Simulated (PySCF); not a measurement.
Species: MnO3Br (singlet state).
SMILES: `[O]=[Mn](=[O])(=[O])[Br]`

The closed-shell ground state was solved at several levels (PySCF, density fitting, gas phase). Isolated species at its PBE0-D3(BJ)/def2-SVP geometry, gas phase. Relativistic effects, spin–orbit coupling among them, are left out although an element past zinc is present.

```tsv
level	basis functions	total energy (Eh)	HOMO (eV)	LUMO (eV)	gap (eV)	dipole (D)
PBE/pcJ-1 (pcSseg-1 on Br, pcSseg-1 on Mn)	167	-3949.6728	-8.01	-5.98	2.03	0.89
B3LYP/pcSseg-1 (pcSseg-2 on Mn)	165	-3950.5948	-9.02	-5.50	3.52	0.81
PBE0/pcSseg-1 (pcSseg-2 on Mn)	165	-3949.7533	-9.31	-5.34	3.97	0.67
CAM-B3LYP/def2-SVPD	144	-3950.2368	-10.59	-4.47	6.12	0.56
```

Problem. Estimate the row for PBE/pcSseg-1 (pcSseg-2 on Mn), a basis of 165 functions; the other rows only guide the guess.

Solution. Total energy -3949.8194 Eh, HOMO -8.00 eV, LUMO -5.91 eV, gap 2.09 eV, dipole 0.80 D.

Problem. Over all these levels, which gives the widest orbital gap and which the narrowest?

Solution. CAM-B3LYP/def2-SVPD (range-separated hybrid) has the widest, 6.12 eV, and PBE/pcJ-1 (pcSseg-1 on Br, pcSseg-1 on Mn) (GGA) the narrowest, 2.03 eV. Functional and basis both differ between the two, so the spread mixes both effects.

Problem. In the pcSseg-1 (pcSseg-2 on Mn) basis, how does the gap go with the fixed share of exact exchange?

Solution. PBE (0 %) 2.09 eV; B3LYP (20 %) 3.52 eV; PBE0 (25 %) 3.97 eV. Each rise in the share widens the gap here.

Problem. How far do the dipole and the HOMO energy spread over the levels?

Solution. The dipole runs from 0.56 to 0.89 D (mean 0.75 D) and the HOMO from -10.59 to -8.00 eV.
